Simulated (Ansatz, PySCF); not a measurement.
Species: InCl3 (charge 0, singlet). 
Structure (B3LYP-D3(BJ)/def2-TZVP (Ansatz, a program for electronic structure) minimum search):
SMILES: [Cl][In]([Cl])[Cl]
```xyz
4

In     0.0000     0.0000     0.0000
Cl     2.2440    -0.2968    -0.4832
Cl    -0.9240    -1.0046     1.8692
Cl    -1.3200     1.3014    -1.3860
```

Property: atomisation energy (electronic, to ground-state atoms), in kcal/mol. Correlated levels leave the core frozen unless marked. UHF or UKS for open shells. No spin-orbit coupling. Frozen are the shells of the preceding noble gas and the d and f shells that filled before the atom's block. Past Kr the def2 sets carry scalar-relativistic core potentials. STO-3G rows are all-electron and non-relativistic. The coupled-cluster limit lacks core correlation, which all-electron functionals hold. CBS(X,Y): correlation extrapolated as X^-3; Hartree-Fock from the larger set.

```json
[
 {"level": "PBE/def2-TZVPD", "program": "Ansatz", "atomisation energy (kcal/mol)": "236.0", "minus last row": "-9.0"},
 {"level": "PBE0-D4/def2-TZVP", "program": "Ansatz + dftd4", "atomisation energy (kcal/mol)": "237.3", "minus last row": "-7.7"},
 {"level": "TPSSh-D4/def2-TZVPD", "program": "PySCF + dftd4", "atomisation energy (kcal/mol)": "237.9", "minus last row": "-7.1"},
 {"level": "LC-wPBE-D3(BJ)/def2-TZVPD", "program": "Ansatz + dftd3", "atomisation energy (kcal/mol)": "237.2", "minus last row": "-7.8"},
 {"level": "PBE-QIDH/def2-TZVPD", "program": "Ansatz", "atomisation energy (kcal/mol)": "241.7", "minus last row": "-3.3"},
 {"level": "SCS-MP2/STO-3G", "program": "Ansatz", "atomisation energy (kcal/mol)": "310.5", "minus last row": "65.5"},
 {"level": "CCSD(T)/CBS(def2-TZVPPD,def2-QZVPPD)", "program": "Ansatz", "atomisation energy (kcal/mol)": "245.0", "minus last row": "0.0"}
]
```
